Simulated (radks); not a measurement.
Values are calculated unless marked as measured or tabulated.
Species: Te. Configuration: [Kr] 4d10 5s2 5p4. Level of theory: non-relativistic Kohn-Sham, TPSS, spin-polarised, spherical densities, point nucleus; open shells are filled with parallel spins first (spin-orbit coupling, left out, can overturn this in heavy ions); meta-GGA in the generalised Kohn-Sham scheme; relativity is left out, which matters for an element this heavy (a radial shooting solver on a logarithmic mesh with Libxc functionals). Some entries of the table are withheld. Estimate them.

orbital  occ.  eigenvalue (eV)  <r> (bohr)
1s up       1        -30425.87     0.02923
1s down     1        -30425.82     0.02923
2s up       1        -4553.355      0.1260
2s down     1        -4553.342      0.1260
2p up       3        -4270.276      0.1074
2p down     3        -4270.239      0.1074
3s up       1        -905.6702      0.3354
3s down     1        -905.6364      0.3353
3p up       3        -787.2573      0.3261
3p down     3        -787.2121      0.3261
3d up       5        -568.3209      0.2971
3d down     5        -568.2734      0.2971
4s up       1        -153.2461      0.7950
4s down     1        -153.1325      0.7950
4p up       3        -112.4911      0.8344
4p down     3        -112.3736      0.8341
4d up       5              (1)         (2)
4d down     5              (3)         (4)
5s up       1         -14.6824         (5)
5s down     1         -13.2502         (6)
5p up       3          -6.6434       2.655
5p down     1          -5.2620       2.720

Answer. 
(1) 4d up eigenvalue (eV): -43.8348
(2) 4d up <r> (bohr): 0.9660
(3) 4d down eigenvalue (eV): -43.6442
(4) 4d down <r> (bohr): 0.9626
(5) 5s up <r> (bohr): 2.185
(6) 5s down <r> (bohr): 2.180
